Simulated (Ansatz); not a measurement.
Job for Ansatz (an electronic-structure program): R-PBE/def2-TZVPP on BrHSe2 (SMILES [SeH][Se]Br), a point of a torsion scan.

Ansatz 0.2 input:
```yaml
crystal:
  periodic: [false, false, false]
  atoms:
    - {symbol: Se, position_ang: [-1.37651042, 0.48511827, 0.41815070]}
    - {symbol: Se, position_ang: [0.81402097, 0.99622638, -0.23616997]}
    - {symbol: Br, position_ang: [0.85210303, 0.29142984, -2.42837014]}
    - {symbol: H, position_ang: [-1.51941905, -0.66165988, -0.46308362]}
basis:
  gaussian:
    orbitals: def2-TZVPP
hamiltonian:
  xc: {name: PBE}
scf: {lower_state_search: off}
```

The head of its log:

```
WARN ansatz: RAYON_NUM_THREADS=1 ignored (pool sized by the plan → 1); use --threads N
Functional definition: PBE
these checks for a lower state are left out or cut short: stability, starts, cluster_reference, orbital_swaps, neighbouring_geometries, increment
integrals: 0.09 GiB planned
1209 factors; their error is unknown
mean field: 0.56 GiB planned
mean field evaluation 1: about -200731.9621 eV, gradient 1.9e1 eV
mean field evaluation 2: about -200731.7709 eV, gradient 1.7e1 eV
```

Question: Predict the final total energy.

Answer: -7376.7794 hartree.
